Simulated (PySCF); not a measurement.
Input for PySCF: R-HF/STO-3G on C2H6Zn (SMILES [CH3][Zn][CH3]).

```python
from pyscf import gto, scf, dft, mp
from pyscf.data.elements import chemcore

mol = gto.M(
    atom='''
    C    -0.06174966    2.08216548   -0.20756973
    Zn   -0.00395106    0.05995802    0.10670318
    C     0.09058461   -1.98210733   -0.02291947
    H     0.79905814    2.57491311    0.23806959
    H    -0.94628816    2.52896537    0.23991191
    H    -0.06990047    2.35586169   -1.25860766
    H    -0.70567375   -2.45556856    0.54698007
    H     1.03006607   -2.35965231    0.37530943
    H     0.01090111   -2.35319772   -1.04096704
    ''',
    basis='sto-3g',
    charge=0, spin=0, verbose=3, max_memory=1800)
mf = scf.RHF(mol)
mf.conv_tol = 1e-8
mf.max_cycle = 100
mf.kernel()
if not mf.converged:
    mf = mf.newton().run(mf.mo_coeff, mf.mo_occ)
```

It printed:

```
converged SCF energy = -1835.4901935762
```

Self-consistency was reached.

Cost: around 0.4 core-seconds (rough).
